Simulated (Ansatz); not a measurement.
`[CH3][Sn]([CH3])([CH3])[Sn]([CH3])([CH3])[Sn]([CH3])([CH3])[CH3]`, relaxed as a singlet with RKS r2SCAN-D4/def2-SVP in Ansatz, starting from the GFN2-xTB geometry. Force threshold 0.03 eV/Å.

In the def2 sets Sn takes a core potential; there is no spin–orbit coupling.

Start:

```
atom   x (Å)   y (Å)   z (Å)
  C1   0.644  -1.793   2.575
 Sn2  -1.001  -0.437   2.068
  C3  -0.666   1.427   3.166
  C4  -2.863  -1.335   2.775
 Sn5  -0.973   0.026  -0.685
  C6  -1.919  -1.643  -1.744
  C7  -2.232   1.749  -1.177
 Sn8   1.622   0.421  -1.630
  C9   2.700   1.709  -0.225
 C10   1.688   1.361  -3.600
 C11   2.705  -1.477  -1.731
 H12   0.672  -1.946   3.648
 H13   1.597  -1.378   2.262
 H14   0.512  -2.756   2.095
 H15   0.266   1.890   2.863
 H16  -1.474   2.129   2.995
 H17  -0.616   1.211   4.226
 H18  -3.707  -0.684   2.583
 H19  -3.045  -2.289   2.298
 H20  -2.787  -1.492   3.844
 H21  -1.385  -2.573  -1.585
 H22  -2.938  -1.763  -1.394
 H23  -1.943  -1.434  -2.808
 H24  -1.878   2.653  -0.695
 H25  -3.249   1.559  -0.854
 H26  -2.236   1.906  -2.250
 H27   2.710   1.270   0.768
 H28   3.724   1.833  -0.555
 H29   2.239   2.688  -0.163
 H30   1.206   0.742  -4.345
 H31   2.724   1.496  -3.884
 H32   1.205   2.330  -3.587
 H33   2.729  -1.963  -0.762
 H34   3.724  -1.288  -2.047
 H35   2.243  -2.149  -2.445
```

```json
{"step": "1", "energy (eV)": "-26177.7193", "largest force component (eV/Å)": "0.677", "SCF passes": "20"}
{"step": "2", "energy (eV)": "-26177.8182", "largest force component (eV/Å)": "0.281", "SCF passes": "19"}
{"step": "3", "energy (eV)": "-26177.8522", "largest force component (eV/Å)": "0.093", "SCF passes": "18"}
{"step": "4", "energy (eV)": "-26177.8571", "largest force component (eV/Å)": "0.013", "SCF passes": "18"}
```

Force components are those of the run's own axes.

End:

```xyz
35

C     0.693   -1.737    2.493
Sn   -0.976   -0.427    2.020
C    -0.637    1.427    3.102
C    -2.791   -1.334    2.798
Sn   -1.047    0.027   -0.736
C    -1.959   -1.656   -1.779
C    -2.279    1.764   -1.202
Sn    1.586    0.411   -1.591
C     2.639    1.654   -0.152
C     1.735    1.359   -3.541
C     2.655   -1.478   -1.682
H     0.768   -1.872    3.583
H     1.633   -1.297    2.129
H     0.563   -2.723    2.021
H     0.311    1.886    2.783
H    -1.454    2.141    2.919
H    -0.583    1.219    4.182
H    -3.656   -0.678    2.618
H    -2.977   -2.302    2.310
H    -2.690   -1.496    3.882
H    -1.382   -2.576   -1.607
H    -2.987   -1.808   -1.415
H    -1.990   -1.452   -2.860
H    -1.894    2.658   -0.691
H    -3.314    1.585   -0.874
H    -2.275    1.944   -2.287
H     2.597    1.192    0.847
H     3.694    1.758   -0.446
H     2.186    2.655   -0.093
H     1.253    0.736   -4.309
H     2.795    1.494   -3.808
H     1.244    2.344   -3.528
H     2.663   -1.958   -0.692
H     3.695   -1.298   -1.996
H     2.181   -2.161   -2.402
```

By distances, no bond broke or formed. The bond that changes most is C4–H20, from 1.08 to 1.10 Å (atoms count from 1).

No frequencies were taken in this run, so the end may be a saddle point.

Hardware: 4 threads of Arm Neoverse V2 on a shared host. Wall time 47 s, peak host memory 0.74 GiB.
